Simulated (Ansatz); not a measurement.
Coupled-cluster diagnostics for Li₅Te₃, Ansatz.

Geometry of the doublet (PBE-D4/def2-SVP):

```tsv
atom	x (Å)	y (Å)	z (Å)
Li1	-1.1337	0.7949	-0.3629
Li2	0.8453	-1.0767	0.4117
Li3	-0.7389	-1.5845	-1.9376
Li4	2.1516	2.0806	-0.4589
Li5	-1.1381	-0.2319	2.3491
Te6	0.7481	1.4622	1.6150
Te7	-1.8229	-1.7647	0.3960
Te8	1.0886	0.3202	-2.0124
```

In the def2 sets Te takes a core potential; there is no spin–orbit coupling. Correlated methods freeze 12 core orbitals; core or outer-core shells of Li, Te are correlated, in sets that lack core-valence functions. The structure comes from a short search, and lower isomers may exist.

(1) Estimate the CCSD(T) correlation energy, the shares of MP2 and (T), T1 and the reference's ⟨S²⟩ for: charge 0, doublet, own geometry in def2-SVP; and the rough time on 4 threads of Arm Neoverse V1 on a shared host.

## Answers

(1) 
| state | basis | correlation (eV) | MP2 share (%) | (T) share (%) | T1 | ⟨S²⟩ (pure) | wall time |
| --- | --- | --- | --- | --- | --- | --- | --- |
| charge 0, doublet, own geometry | def2-SVP | -12.019 | 91.6 | 3.1 | 0.009 | 0.78 (0.75) | 3.1 min |
Customary marks for T1 are 0.02 (closed shells), 0.045 (open shells) and about 0.05 (3d metals). T1 stays under 0.02 throughout.
